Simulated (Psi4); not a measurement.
Conformational energy of SMILES [SiH2](Cl)[SiH2]N. Scanned: dihedral N1–Si2–Si3–Cl4; all other coordinates were relaxed at B3LYP-D3(BJ)/def2-SVP. Points at φ and −φ are mirror images. Heavy atoms are numbered in the order of the SMILES N[SiH2][SiH2]Cl, hydrogens after them in the order of the atoms that carry them; the mirror image has the same energies with the sign of each dihedral reversed.

PBE/def2-TZVP // B3LYP-D3(BJ)/def2-SVP (Psi4); PBE-D3(BJ)/def2-TZVP // B3LYP-D3(BJ)/def2-SVP (Psi4); PBE0/def2-TZVP // B3LYP-D3(BJ)/def2-SVP (Psi4); MP2/cc-pVTZ = DF-MP2 (frozen core)/cc-pVTZ // B3LYP-D3(BJ)/def2-SVP (Psi4).

Energies relative to the lowest point of each profile, in kJ/mol; the last columns give the difference from MP2:

| φ / ° | PBE/def2-TZVP | PBE-D3(BJ)/def2-TZVP | PBE0/def2-TZVP | MP2/cc-pVTZ | PBE/def2-TZVP − MP2/cc-pVTZ | PBE-D3(BJ)/def2-TZVP − MP2/cc-pVTZ | PBE0/def2-TZVP − MP2/cc-pVTZ |
|---|---|---|---|---|---|---|---|
| -150 | 1.5 | 2.4 | 1.6 | 3.0 | -1.5 | -0.6 | -1.4 |
| -120 | 3.7 | 4.6 | 3.9 | 5.4 | -1.6 | -0.8 | -1.5 |
| -90 | 2.4 | 3.1 | 2.5 | 3.4 | -1.1 | -0.4 | -0.9 |
| -60 | 0.0 | 0.0 | 0.0 | 0.0 | 0.0 | 0.0 | 0.0 |
| -30 | 0.4 | 0.1 | 0.2 | 0.4 | 0.0 | -0.3 | -0.2 |
| 0 | 3.2 | 2.9 | 2.7 | 3.7 | -0.6 | -0.8 | -1.0 |
| 30 | 0.4 | 0.1 | 0.2 | 0.4 | 0.0 | -0.3 | -0.2 |
| 60 | 0.0 | 0.0 | 0.0 | 0.0 | 0.0 | 0.0 | 0.0 |
| 90 | 2.4 | 3.1 | 2.5 | 3.4 | -1.1 | -0.4 | -0.9 |
| 120 | 3.7 | 4.6 | 3.9 | 5.4 | -1.6 | -0.8 | -1.5 |
| 150 | 1.5 | 2.4 | 1.6 | 3.0 | -1.5 | -0.6 | -1.4 |
| 180 | 0.8 | 1.8 | 0.9 | 2.1 | -1.2 | -0.3 | -1.2 |

PBE/def2-TZVP is furthest from MP2/cc-pVTZ at -120 (-1.6 kJ/mol, below); its mean absolute difference over the points is 0.9 kJ/mol.

PBE-D3(BJ)/def2-TZVP is furthest from MP2/cc-pVTZ at 0 (-0.8 kJ/mol, below); its mean absolute difference over the points is 0.4 kJ/mol.

PBE0/def2-TZVP is furthest from MP2/cc-pVTZ at -120 (-1.5 kJ/mol, below); its mean absolute difference over the points is 0.9 kJ/mol.
